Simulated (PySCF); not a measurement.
[WN2]-: bending curve

All numbers come from UB3LYP/[W def2-SVPD with ECP60, N def2-SVPD], scalar-relativistic core potentials, density fitting, no spin–orbit coupling, PySCF.

Rigid scan from the doublet minimum (W–N 1.736 Å (×2); N–W–N 99.0°). Coordinate: the N–W–N angle, bonds fixed. Energies in kJ/mol from the minimum.

```csv
bond angle (°),E (kJ/mol),"dipole size (D, about the centre of mass)",⟨S²⟩
80,51.8,3.28,0.79
90,10.4,3.03,0.79
100,0.1,2.70,0.79
110,12.9,2.34,0.80
120,44.6,1.99,0.84
130,91.7,1.69,0.99
140,150.3,1.50,1.24
150,216.7,1.42,1.47
160,284.7,1.39,1.65
170,343.4,1.13,1.75
180,370.1,0.00,1.76
```

With the bonds held, the linear shape lies 370.1 kJ/mol from the minimum.

Spin contamination is strong at 130, 140, 150, 160, 170, 180, so these points are less reliable.

Other spin states or occupations of the open shell can lie lower. Spin–orbit coupling, left out here, can matter for elements this heavy.

Other isomers or separated fragments may lie lower.

The scan took 20 s on 2 threads of a shared Arm Neoverse V2 host; the process peaked at 0.72 GiB. Launch command: `OMP_NUM_THREADS=2 python axn.py task.json out`.
